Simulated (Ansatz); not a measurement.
Two isomers of C3H6OSi: A = `C#COC[SiH3]`, B = `COC#C[SiH3]`.

Gas-phase electronic energies from Ansatz, PBE0-D4/def2-TZVP geometries. CCSD(T)/CBS is the MP2 limit (def2-TZVPP, def2-QZVPP) plus CCSD(T) − MP2 in def2-TZVPP, frozen cores. DFT in def2-TZVPP. B3LYP here is the variant with VWN-RPA as its local correlation; programs differ in this. Each species was taken in one conformer, which may not be the lowest.

Which is lower in electronic energy at CCSD(T)/CBS, and by how much? (An estimate is asked.)

Ansatz gave: B, by 16.2 kcal/mol.

Give E(B) − E(A) in kcal/mol with r2SCAN-D4, HF/def2-TZVPP, BLYP-D4, CCSD(T)/def2-SVP, B3LYP, LDA (SPW92), ωB97M-V. (Best estimate.)

The calculation gave: r2SCAN-D4 -17.1, HF/def2-TZVPP -18.9, BLYP-D4 -15.7, CCSD(T)/def2-SVP -16.7, B3LYP -17.2, LDA (SPW92) -14.8, ωB97M-V -15.5. None reverses the order clearly.

Largest T1 diagnostic: 0.013.

Leaving LDA and LC-ωPBE aside and taking each functional with its dispersion term where it has one, the values, not all of them listed here, spread over 2.5 kcal/mol, from B97M-V to ωB97M-V. LDA lies +1.6 kcal/mol from PBE without D4. In def2-TZVPP, CCSD(T) changes the Hartree–Fock value by +2.5 kcal/mol (the triples alone add +0.1 kcal/mol) and MP2 by +1.5 kcal/mol.
